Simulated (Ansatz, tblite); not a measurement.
Spin states of NaPb2⁻ (the lowest singlet isomer of a short search), each relaxed with B3LYP-D4/def2-TZVPD in Ansatz. Electronic energies in the gas phase.

In the def2 sets Pb takes a core potential; there is no spin–orbit coupling. The xTB rows come from tblite. HSE06 is defined as in plane-wave codes, on full-range PBE exchange. Correlated methods freeze 9 core orbitals; core or outer-core shells of Na, Pb are correlated, in sets that lack core-valence functions. HOMO above LUMO, or a gap near zero within one spin, warns that the state may not be the lowest or that an electron is smeared out. The structure comes from a short search, and lower isomers may exist.

Singlet geometry (C2v within 0.1 Å):

```xyz
3

Na    1.648   -0.817   -0.182
Pb   -0.533    0.695    1.440
Pb   -1.115    0.123   -1.258
```

Triplet geometry:

```xyz
3

Na    2.014   -0.406    1.345
Pb   -1.309   -1.178   -0.592
Pb   -0.705    1.584   -0.753
```

Quintet geometry (C2v within 0.1 Å):

```xyz
3

Na   -1.5468   -0.6897    0.2131
Pb    0.0284    1.7802   -0.8608
Pb    1.5184   -1.0905    0.6477
```

⟨S²⟩: triplet 2.01 at PBE0-D4/def2-TZVPD (pure 2.00), quintet 6.06 at PBE0-D4/def2-TZVPD (pure 6.00).

Run but left out: HF/def2-TZVPD, HF/def2-TZVPPD (singlet: restricted singlet, unstable towards broken spin symmetry); LC-ωPBE/def2-TZVPD, MP2/def2-TZVPD, MP2/def2-TZVPPD, CCSD/def2-TZVPPD, CCSD(T)/def2-TZVPPD (triplet: ⟨S²⟩ 2.41 to 3.44, where a pure state has 2.00); MP2/def2-TZVPD, MP2/def2-TZVPPD, CCSD/def2-TZVPPD, CCSD(T)/def2-TZVPPD (quintet: ⟨S²⟩ 6.79, where a pure state has 6.00).

Only these spin states were relaxed. The triplet has other bonds than the singlet, so the gap mixes isomer and spin. The quintet has other bonds than the singlet, so the gap mixes isomer and spin.

(1) Estimate which spin state lies lowest at each of these levels, and by how much: GFN1-xTB; GFN2-xTB; PBE-D4/def2-TZVPD; revPBE-D4/def2-TZVPD; BLYP-D4/def2-TZVPD; r2SCAN-D4/def2-TZVPD; PBE0-D4/def2-TZVPD; HSE06-D4/def2-TZVPD; CAM-B3LYP-D4/def2-TZVPD; RPA@PBE/def2-TZVPD.

Answers

(1) 
```
                  level  triplet − singlet (kcal/mol)  quintet − singlet (kcal/mol)  lowest of these                                                                                                                   remarks
               GFN1-xTB                          65.6                          76.7          singlet                                                                                                                         –
               GFN2-xTB                          46.8                          76.2          singlet                                                                                                                         –
      PBE-D4/def2-TZVPD                          16.5                          33.6          singlet                                           HOMO above zero (quintet), HOMO above zero (singlet), HOMO above zero (triplet)
   revPBE-D4/def2-TZVPD                          12.7                          29.6          singlet                                           HOMO above zero (quintet), HOMO above zero (singlet), HOMO above zero (triplet)
     BLYP-D4/def2-TZVPD                          14.7                          35.9          singlet  HOMO above zero (quintet), HOMO above zero (singlet), HOMO above zero (triplet), gap within one spin near zero (triplet)
   r2SCAN-D4/def2-TZVPD                          16.5                          25.9          singlet                                           HOMO above zero (quintet), HOMO above zero (singlet), HOMO above zero (triplet)
     PBE0-D4/def2-TZVPD                          14.6                          29.0          singlet                                                                      HOMO above zero (quintet), HOMO above zero (triplet)
    HSE06-D4/def2-TZVPD                          15.0                          29.2          singlet                                           HOMO above zero (quintet), HOMO above zero (singlet), HOMO above zero (triplet)
CAM-B3LYP-D4/def2-TZVPD                          13.9                          28.9          singlet                                                                                                                         –
     RPA@PBE/def2-TZVPD                          17.7                          33.0          singlet                                                                                                                         –
```

Change of the quintet − singlet gap on mixing in exact exchange, in kcal/mol: PBE to PBE0 (25 % exact exchange) -4.6. The xTB methods have no term that favours high spin, so they put low spin too low.
